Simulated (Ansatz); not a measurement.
System: 1-methylsulfonylethyne, C₃H₄O₂S (charge 0, singlet). 
Geometry from a B3LYP-D3(BJ)/def2-TZVP (Ansatz, a first-principles code) optimisation:
```
S
O 1 1.4361
O 1 1.4361 2 120.81
C 1 1.7279 2 107.58 3 -123.91
C 4 1.1997 3 147.20 1 178.21
H 5 1.0638 3 157.31 1 177.36
C 1 1.7777 2 108.77 3 126.74
H 7 1.0875 1 109.02 2 52.20
H 7 1.0875 8 111.75 1 -120.56
H 7 1.0899 8 110.60 9 -123.68
```

Dipole moments at this geometry, in debye (magnitudes).

```json
[
 {"level": "BLYP/def2-TZVPD", "program": "Ansatz", "dipole (D)": "4.24"},
 {"level": "revPBE/def2-TZVPD", "program": "Ansatz", "dipole (D)": "4.15"},
 {"level": "r2SCAN/def2-TZVPD", "program": "Ansatz", "dipole (D)": "4.32"},
 {"level": "r2SCAN0/def2-TZVPD", "program": "Ansatz", "dipole (D)": "4.54"},
 {"level": "LC-wPBE/def2-TZVPD", "program": "Ansatz", "dipole (D)": "(withheld)"},
 {"level": "CCSD(T)/aug-cc-pV(D+d)Z", "program": "Ansatz", "dipole (D)": "(withheld)"}
]
```

Q: Complete the blanks.

A: 
- LC-wPBE/def2-TZVPD, dipole (D): 4.60
- CCSD(T)/aug-cc-pV(D+d)Z, dipole (D): 4.41
